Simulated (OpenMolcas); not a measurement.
**Cr²⁺: Racah parameters, the spin-orbit constant, worked from levels**

```json
{
 "Program": "OpenMolcas",
 "Basis": "ANO-RCC-VQZP [7s6p4d3f2g1h]",
 "Scalar Hamiltonian": "DKH2, point nucleus",
 "Active space": "10 electrons in 8 orbitals (RAS1 3p, at most 2 holes; RAS2 3d)",
 "State averaging": "2S+1 = 5 even, 5 roots; 2S+1 = 3 even, 45 roots; 2S+1 = 1 even, 44 roots",
 "Spin-orbit coupling": "RASSI with atomic mean-field integrals over the reference wave functions, term energies averaged over their components"
}
```

Methods: RASSCF; MS-RASPT2, IPEA 0.25 Eh, imaginary shift 0.1 Eh (closed shells correlated: 3s). Measured levels: Sugar and Corliss, J. Phys. Chem. Ref. Data 6, 317 (1977).

**Racah parameters.** Above 5D, d4 has 3G at 9B + 4C, 3H at 4B + 4C and 3D at 16B + 4C. The first two fix B and C, and the third tests them; where it misses by thousands of cm-1, two parameters do not describe the configuration (Trees and configuration-interaction terms are left out) and B and C hang on the terms chosen. Term energies are centres of gravity, weighted by 2J + 1.

| Source | 3G | 3H | B | C | C/B | 3D from B, C | 3D found |
| --- | --- | --- | --- | --- | --- | --- | --- |
| RASSCF | 25518 | 21467 | 810 | 4557 | 5.63 | 31188 | 31124 |
| MS-RASPT2 | 20669 | 16827 | 768 | 3438 | 4.48 | 26040 | 25998 |
| measured | 20521 | 17065 | 691 | 3575 | 5.17 | 25356 | 25418 |

Energies in cm-1. From RASSCF to MS-RASPT2, B changes by -5.2 % and C by -24.6 %. Against the measured terms, MS-RASPT2 has B off by +11.1 % and C by -3.8 %.

**The spin-orbit constant.** For the Hund term 5D of d4, E(J) = (A/2) J(J+1) + constant and ζ = 2S·A = 4A. From J = 0 to J = 4 the energy changes by 10 A.

| Source | E(4) - E(0) | A | ζ |
| --- | --- | --- | --- |
| RASSCF | 658.5 | 65.8 | 263 |
| MS-RASPT2 | 658.7 | 65.9 | 263 |
| measured | 576.1 | 57.6 | 230 |

All in cm-1. MS-RASPT2 is off by +14.3 % and RASSCF by +14.3 %. Both methods take the spin-orbit matrix elements from the reference wave functions, so the second can move ζ only through the term energies and any multistate remixing. Second-order mixing with other terms is absorbed into this ζ.

Term energies are means over components that CASPT2 splits; among the terms shown or strongly mixed into the levels shown the widest spread is 590 cm-1 (3d4 3H, MS-RASPT2). Active for correlation alone: 3p; no level in the range computed is led by a configuration that opens it, so any true level of that kind is missing. Without dynamic correlation excited terms often stand tens of per cent too high (terms of higher spin than the ground term too low), and those without a measured partner can miss by more than the paired ones (holds for RASSCF). Computed and measured levels are paired by configuration, term and J; levels that our copy of the source lacks, or whose pairing is in doubt (as where it misses far off the trend of its configuration), stay unpaired and out of the deviations. Levels of configurations outside the active space are missing.
